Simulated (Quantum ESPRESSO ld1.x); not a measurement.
The numbers below are computed, except where a source is named.
The arsenic ion As1.5+, configuration [Ar] 3d10 4s2 4p(up 1.5, down 0) (fractional occupations, a model configuration).

Code: ld1.x of Quantum ESPRESSO 7.5. Model: scalar-relativistic Kohn-Sham, LDA (Slater exchange, Perdew-Zunger correlation), spin-polarised, spherical densities, point nucleus.

Energy parts (hartree):
| part | energy |
|---|---|
| total | -2257.1345 |
| kinetic | 2299.8163 |
| electron-nucleus | -5426.4578 |
| Hartree | 949.6136 |
| exchange-correlation | -80.1065 |

Orbitals (lengths in bohr, moments of r in powers of bohr):
| orbital | occ. | eigenvalue (hartree) | <1/r> |
|---|---|---|---|
| 1s up | 1 | -430.496 | 33.42 |
| 1s down | 1 | -430.493 | 33.42 |
| 2s up | 1 | -55.1152 | 7.356 |
| 2s down | 1 | -55.1135 | 7.356 |
| 2p up | 3 | -48.4515 | 7.216 |
| 2p down | 3 | -48.4488 | 7.216 |
| 3s up | 1 | -7.52980 | 2.383 |
| 3s down | 1 | -7.52595 | 2.383 |
| 3p up | 3 | -5.46891 | 2.232 |
| 3p down | 3 | -5.46441 | 2.233 |
| 3d up | 5 | -2.06851 | 1.909 |
| 3d down | 5 | -2.06149 | 1.913 |
| 4s up | 1 | -1.06841 | 0.7172 |
| 4s down | 1 | -1.02291 | 0.7200 |
| 4p up | 1.5 | -0.68473 | 0.5898 |
| 4p down | 0 | -0.63923 | 0.5864 |

The highest occupied level is 4p up at -18.632 eV. The density falls to 0.001 e/bohr^3 at r = 3.74 bohr.
